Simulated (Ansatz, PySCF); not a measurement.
The molecule MoW, closed-shell singlet (lowest of 2S+1 = 1, 3, 5 at CCSD(T)/def2-TZVPP on PBE0 minima; our sources give no spin for the ground state, which may be another). No spin–orbit coupling.

Seven points along R, fitted to fifth degree in 1/R; most abundant isotopes. In def2 and cc sets the state is the lowest found near the PBE0 minimum, followed along R. The singlet is held restricted.

Rows in LANL2DZ carry no dispersion term and start afresh at each structure. LANL2DZ brings its own core potentials from Na on.

Run with Ansatz (a quantum-chemistry and plane-wave program); PySCF for LANL2DZ rows.  In def2 rows elements past Kr take small-core potentials, without spin–orbit coupling.

```tsv
level	r_e (Å)	ω_e (cm⁻¹)	ω_e x_e (cm⁻¹)	dipole (D)
SVWN5/def2-TZVPP	1.953	…	0.63	1.49
PBE/def2-TZVPP	1.966	472	0.63	1.55
r2SCAN/def2-TZVPP	1.947	494	0.63	1.81
B97M-V/def2-TZVPP	1.949	482	0.65	1.21
B3LYP/LANL2DZ	2.009	487	0.62	1.60
B3LYP/def2-TZVPP	1.950	492	0.62	1.68
PBE0/def2-TZVPP	1.929	512	0.62	1.86
wB97M-V/def2-TZVPP	…	…	0.58	2.58
```

### Question
Some entries are withheld; supply them.

### Answer

- wB97M-V/def2-TZVPP, r_e (Å): 1.913
- wB97M-V/def2-TZVPP, ω_e (cm⁻¹): 537
- SVWN5/def2-TZVPP, ω_e (cm⁻¹): 488
